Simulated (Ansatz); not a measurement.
Species: C7H12BN, SMILES `B[C@@H]1CCC[C@@H](C#N)C1` (charge 0, multiplicity 1), formula C7H12BN.

How many basis functions does frozen-core CCSD(T)/cc-pVDZ // PBE0-D3(BJ)/def2-SVP (Ansatz, an electronic-structure program) use, how many core orbitals are frozen, and how many electrons are correlated?

186 basis functions and 9 frozen orbitals, which leaves 48 correlated electrons. Core time is of the order of minutes.
